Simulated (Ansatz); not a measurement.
**A rate constant, worked out**

An elementary step of BNH$_{3}$ClF$_{2}$, closed shell (BClF₂ ([F][B]([F])[Cl]) + NH₃ → BNH₂F₂ ([NH2][B]([F])[F]) + HCl; B–Cl, H–N broken or loosened, B–N, Cl–H formed or tightened). The start structure is the complex of the reactants, bound by 1.04 eV, and the electronic barrier above it is 1.275 eV by CCSD(T) at an estimated basis limit (MP2 extrapolated from triple and quadruple zeta, plus CCSD(T) − MP2 in triple zeta). Computed with Ansatz 0.2.0 (basis: def2-TZVPP and def2-QZVPP); correlated methods freeze the cores. Extrapolation: Hartree–Fock as exp(−7.88 √X), correlation as X^−2.97. Harmonic wavenumbers at PBE0-D4/def2-TZVP (Ansatz 0.2.0), in cm⁻¹:

Start: 162, 243, 264, 348, 379, 442, 587, 725, 839, 882, 1105, 1267, 1340, 1640, 1647, 3472, 3586, 3599.

Saddle: 879i, 156, 170, 322, 371, 425, 511, 640, 857, 892, 953, 1320, 1360, 1506, 1506, 1625, 3541, 3639.

Q: Work out the transition-state-theory rate constant at 900 K from these numbers alone (harmonic vibrations; rotation, path degeneracy and anharmonicity left out), and the Wigner tunnelling factor. Use 1 cm⁻¹ = 1.2398 × 10⁻⁴ eV and k_B = 8.617 × 10⁻⁵ eV/K.

A: Zero-point energies, half the sums: start 22527/2 cm⁻¹ = 1.3965 eV; saddle, real modes only, 19794/2 cm⁻¹ = 1.2271 eV.
Barrier with zero-point energy: 1.275 + 1.2271 − 1.3965 = 1.1056 eV.
k_BT = 0.07756 eV, so the barrier is 14.26 k_BT.
Vibrational partition functions from the zero-point level, ln q = −Σ ln(1 − exp(−hν/k_BT)): start 8.068, saddle 7.733.
k = (k_BT/h) exp(ln q‡ − ln q) exp(−E0/k_BT), with log₁₀(k_BT/h in s⁻¹) = 13.27: log₁₀ k = 13.27 + (-0.335 − 14.26)/2.3026 = 6.93, so k ≈ 9 × 10^(6) s⁻¹.
Wigner factor: 1 + (hν‡/k_BT)²/24 = 1 + (1.41)²/24 = 1.08. A change of 1 kcal/mol (0.043 eV) in the barrier would change k by a factor of 1.7 at this temperature.

The T1 diagnostic stays at or below 0.012.

The step is the kind of exchange with an N–H group that builds nitride films in atomic layer and chemical vapour deposition.

Labels in which every atom is bracketed show which atoms are joined, not bond orders.

For scale, one of the runs: CCSD(T)/def2-TZVPP, 208 basis functions, launched by `ansatz run in.yaml --threads 4 --pin off --events-out ev --progress --plain --max-ram 9574MiB`. Time: 67 s of wall clock on 4 CPU threads of an Arm Neoverse V2; the host was shared. Peak host memory: 3 GiB.
